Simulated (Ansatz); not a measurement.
Cost and result up the ladder for the cluster Sn₄H₈ (12 atoms). Charge 0, multiplicity 1. Geometry: PBE-D4/def2-SVP.

```
atom   x (Å)   y (Å)   z (Å)
 Sn1  -0.072   1.913  -1.700
 Sn2   0.430  -1.711  -1.680
 Sn3   1.636   1.354   1.580
 Sn4  -0.752  -1.163   0.922
  H5  -1.217  -1.528  -2.401
  H6  -0.005   0.375   1.801
  H7  -0.371  -2.188   2.300
  H8  -1.396   1.271  -0.672
  H9   0.734   0.187  -2.009
 H10   2.348  -0.042   0.693
 H11  -2.366  -0.583   1.264
 H12   1.029   2.115  -0.097
```

Ansatz on 4 threads of Arm Neoverse V1 on a shared host. Times are rough, and most runs start from the orbitals of an earlier one. ωB97M-V/def2-TZVP serves as the yardstick here, not as an exact answer. Differences are given only for rows in sets of like size (and for xTB, whose basis is part of the method), since another set adds its own error. Binding counts from free atoms at the same level (Sn triplet, H doublet; other spins of the atoms weren't run), without zero-point energy or a counterpoise term.

In the def2 sets Sn takes a core potential; there is no spin–orbit coupling. LC-ωPBE has ω = 0.4 bohr⁻¹. Correlated methods freeze 16 core orbitals; core or outer-core shells of Sn are correlated, in sets that lack core-valence functions. The rows differ in basis, and correlated rows in double-zeta sets carry the largest basis error. Another isomer (singlet) lies 0.78 eV lower at PBE0-D4/def2-TZVP; other spin states weren't run for this one.

Correlated methods converge slowly with the basis, most of all in double-zeta sets.

| level | functions | wall time | binding energy per atom (eV) | difference from ωB97M-V/def2-TZVP (eV) |
| --- | --- | --- | --- | --- |
| PBE-D4/def2-TZVP (with forces) | 248 | 4.6 s | 2.22 | 0.03 |
| LC-ωPBE/def2-TZVP | 248 | 5.5 s | 2.10 | -0.09 |
| PBE0-D4/def2-TZVP | 248 | 7.5 s | 2.18 | -0.01 |
| r2SCAN-D4/def2-TZVP | 248 | 9 s | 2.22 | 0.03 |
| ωB97M-V/def2-TZVP | 248 | 21 s | 2.19 | 0.00 |
| CCSD(T)/def2-SVP | 144 | 69 s | 2.02 | – |
